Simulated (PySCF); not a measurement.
Cartesian coordinates in Å; atom numbers follow the order of the lines, from 1:
```xyz
33

B    -1.6233   -3.8106   -1.8593
P    -1.5495   -2.4864   -0.4763
C    -1.8048   -3.2425    1.1607
C     0.0737   -1.6655   -0.3763
C     0.5849   -1.1247    0.8105
C     1.8260   -0.4959    0.8325
C     2.5649   -0.4045   -0.3469
Cl    4.1067    0.3778   -0.3258
C     2.0802   -0.9438   -1.5378
C     0.8405   -1.5756   -1.5453
C    -2.8041   -1.1018   -0.6307
C    -2.6960   -0.1054    0.5209
C    -2.5351   -0.3930   -1.9598
C    -4.1944   -1.7419   -0.6540
H    -0.7055   -4.5702   -1.5737
H    -1.4681   -3.2475   -2.9342
H    -2.7261   -4.3284   -1.7395
H    -0.9789   -3.9458    1.3370
H    -1.8491   -2.5129    1.9802
H    -2.7414   -3.8160    1.1317
H     0.0177   -1.1936    1.7412
H     2.2268   -0.0770    1.7568
H     2.6788   -0.8751   -2.4473
H     0.4631   -2.0225   -2.4681
H    -3.4345    0.6999    0.3753
H    -2.9104   -0.5687    1.4962
H    -1.7020    0.3638    0.5666
H    -1.5480    0.0943   -1.9679
H    -3.2960    0.3886   -2.1173
H    -2.5817   -1.0930   -2.8065
H    -4.2876   -2.4753   -1.4674
H    -4.9533   -0.9575   -0.8077
H    -4.4323   -2.2481    0.2944
```

- structure optimised with PBE0-D3(BJ)/def2-SVP
- NMR shieldings at PBE0/pcSseg-1/GIAO
- program: PySCF
- fast rotation and ring inversion assumed for equivalent nuclei, non-relativistic, in vacuum, one computed conformer

Predict the 2D correlation tables (HSQC, COSY, HMBC).

Answers



HSQC (one-bond C–H):
| δH | δC |
| --- | --- |
| 7.81 (H21/H24) | 140.8 (C5/C10) |
| 7.50 (H22/H23) | 134.0 (C6/C9) |
| 1.44 (H18/H19/H20) | 6.3 (C3) |
| 0.98 (H25/H26/H27/H28/H29/H30/H31/H32/H33) | 25.7 (C12/C13/C14) |

COSY cross peaks (H two or three bonds apart, from the bond graph; peaks can be absent where the dihedral angle is near 90°):
| δH | δH |
| --- | --- |
| 7.81 (H21/H24) | 7.50 (H22/H23) |

HMBC (two and three bonds, from the bond graph):
| δH | δC |
| --- | --- |
| 7.81 (H21/H24) | 149.1 (C7), 140.8 (C5/C10), 134.0 (C6/C9), 133.1 (C4) |
| 7.50 (H22/H23) | 149.1 (C7), 140.8 (C5/C10), 134.0 (C6/C9), 133.1 (C4) |
| 1.44 (H18/H19/H20) | 133.1 (C4), 31.1 (C11) |
| 1.02 (H15/H16/H17) | 133.1 (C4), 31.1 (C11), 6.3 (C3) |
| 0.98 (H25/H26/H27/H28/H29/H30/H31/H32/H33) | 31.1 (C11), 25.7 (C12/C13/C14) |

References, each an isolated molecule treated in the same way: 1H, 13C vs TMS.

Short H···H contacts in this conformer between protons four or more bonds apart (candidates for NOE cross peaks, intensity ∝ r⁻⁶): H19···H26 2.27 Å, H19···H21 2.30 Å, H16···H24 2.33 Å, H16···H30 2.43 Å, H21···H27 2.60 Å.

Hydrogens on boron are broadened and split by 11B (spin 3/2, 80 %) and 10B (spin 3). Carbons that carry Cl, above all several Cl atoms, come out too deshielded, partly because spin–orbit coupling is missing. Shifts are as computed. Against solution values, carbons near 30 ppm lie about +2 ppm off and those near 130 ppm about +5 ppm; carbons on Cl a further +5 ppm. Of 1211 compounds with measured shifts, 218 miss one by over three times the rms of a fit or turn the order of signals round; such compounds aren't used in these exercises.
